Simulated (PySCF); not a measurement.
**Electron correlation in Ag²⁺ (silver, charge +2)**

Starting occupation: [Kr] 4d9, 4d3/2 with m_j = -3/2, -1/2, +1/2, +3/2, 4d5/2 with m_j = -3/2, -1/2, +1/2, +3/2, +5/2. Calculation: PySCF 2.14, in x2c-SVPall-2c (6s8p6d1f, 67 functions); X2C-1e with screened-nucleus spin-orbit coupling, Gaussian nucleus. Frozen: [Ar] 3d10; 17 electrons correlated; the 6 highest virtual spinors left out.

MP2 pair energies summed by pair of shells (mhartree):

```json
{"pair": "4d3/2-4d5/2", "energy": "-112.50", "share (%)": "28.7"}
{"pair": "4d5/2-4d5/2", "energy": "-61.75", "share (%)": "15.8"}
{"pair": "4d5/2-4p3/2", "energy": "-49.11", "share (%)": "12.5"}
{"pair": "4d3/2-4d3/2", "energy": "-39.40", "share (%)": "10.1"}
{"pair": "4d3/2-4p3/2", "energy": "-36.09", "share (%)": "9.2"}
{"pair": "4p3/2-4p3/2", "energy": "-17.69", "share (%)": "4.5"}
{"pair": "4d5/2-4p1/2", "energy": "-17.28", "share (%)": "4.4"}
{"pair": "4p1/2-4p3/2", "energy": "-15.85", "share (%)": "4.0"}
{"pair": "4d3/2-4p1/2", "energy": "-13.20", "share (%)": "3.4"}
{"pair": "4p3/2-4s1/2", "energy": "-7.17", "share (%)": "1.8"}
{"pair": "4d5/2-4s1/2", "energy": "-6.70", "share (%)": "1.7"}
{"pair": "4d3/2-4s1/2", "energy": "-5.35", "share (%)": "1.4"}
{"pair": "4p1/2-4p1/2", "energy": "-4.06", "share (%)": "1.0"}
{"pair": "4p1/2-4s1/2", "energy": "-3.27", "share (%)": "0.8"}
{"pair": "4s1/2-4s1/2", "energy": "-2.36", "share (%)": "0.6"}
```

Total MP2 correlation energy: -391.79 mhartree.

This basis was not built for core-valence correlation, so the inner-shell part is incomplete.
